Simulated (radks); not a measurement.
Rb4+, configuration [Ar] 3d10 4s2 4p3. Calculated with a radial shooting solver on a logarithmic mesh with Libxc functionals: Dirac Kohn-Sham, PBE, spin-unpolarised, spherical densities, finite nucleus; open shells fill j = l - 1/2 first; Fermi nuclear charge, rms radius 4.2036 fm.

X-ray form factor f0, the Fourier transform of the density (f0(0) = 33):

sin(theta)/lambda (1/angstrom),f0 (electrons)
0.05,32.673
0.1,31.745
0.15,30.360
0.2,28.702
0.25,26.946
0.3,25.219
0.4,22.099
0.5,19.455
0.6,17.149
0.8,13.233
1,10.266
1.25,7.897
1.5,6.577
2,5.197
